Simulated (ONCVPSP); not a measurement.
# Configuration tests for selenium (ONCV)

```json
{
 "Element": "selenium (Se)",
 "Generator": "ONCVPSP 4.0.1",
 "Type": "optimised norm-conserving Vanderbilt (ONCV)",
 "Functional": "PBE",
 "Relativity": "fully relativistic",
 "Frozen core": "[Ne]",
 "Valence charge": "24",
 "Reference configuration": "3s2 3p6 3d10 4s2 4p4",
 "Partial waves": "3s+4s: rc 1.15 bohr, ncon 4, nbas 8, qcut 12.9 1/bohr, 3 projectors, debl 2.2 Ha; 3p+4p: rc 0.90 bohr, ncon 3, nbas 8, qcut 12.8 1/bohr, 2 projectors; 3d: rc 0.90 bohr, ncon 4, nbas 9, qcut 13.7 1/bohr, local",
 "Local potential": "the d channel",
 "Core correction": "polynomial model core, fcfact 0.7"
}
```

Open shells are filled in proportion to 2j + 1.

Energies are relative to the spin-unpolarised reference configuration 3s2 3p6 3d10 4s2 4p4; without spin polarisation the order of configurations can differ from experiment. The d channel is local and has no spin–orbit splitting in the pseudo-atom.

Question: Give the all-electron excitation energy and the error of the potential for: 3s2 3p6 3d10 4s2 4p3; 3s2 3p6 3d10 4s2 4p2; 3s2 3p6 3d10 4s2 4p1; 3s2 3p6 3d10 4s1 4p5.

Answer:

| valence configuration | charge | ΔE all-electron (eV) | error AE − PS (meV) |
| --- | --- | --- | --- |
| 3s2 3p6 3d10 4s2 4p3 | +1 | 10.849 | +1.2 |
| 3s2 3p6 3d10 4s2 4p2 | +2 | 31.203 | +3.0 |
| 3s2 3p6 3d10 4s2 4p1 | +3 | 62.077 | +5.1 |
| 3s2 3p6 3d10 4s1 4p5 | 0 | 10.874 | -2.1 |

Levels in the configuration 3s2 3p6 3d10 4s2 4p3:

```csv
level,all-electron (eV),pseudo (eV)
3s j=1/2,-223.933,-223.939
3p j=3/2,-161.521,-161.526
3p j=1/2,-167.395,-167.399
3d j=5/2,-63.228,-63.588
3d j=3/2,-64.124,-63.588
4s j=1/2,-26.853,-26.852
4p j=3/2,-15.261,-15.260
4p j=1/2,-15.704,-15.702
```

The potential misses its own reference levels by up to 0.5 eV.
